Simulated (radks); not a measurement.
Problem. Species: Kr2+. Configuration: [Ar] 3d10 4s2 4p4. Method: scalar-relativistic Kohn-Sham, PBE, spin-unpolarised, spherical densities, finite nucleus; Fermi nuclear charge, rms radius 4.1884 fm; computed with a radial shooting solver on a logarithmic mesh with Libxc functionals. Some entries of the table are withheld. Estimate them.

orbital  occ.  eigenvalue (eV)  <r> (bohr)
1s          2        -14184.34     0.04149
2s          2        -1890.145      0.1835
2p          6        -1674.205      0.1601
3s          2              (1)      0.5302
3p          6              (2)         (3)
3d         10        -106.8301      0.5546
4s          2         -46.0776         (4)
4p          4         -30.9786         (5)

Solution. 
(1) 3s eigenvalue (eV): -289.4374
(2) 3p eigenvalue (eV): -220.6559
(3) 3p <r> (bohr): 0.5403
(4) 4s <r> (bohr): 1.501
(5) 4p <r> (bohr): 1.738
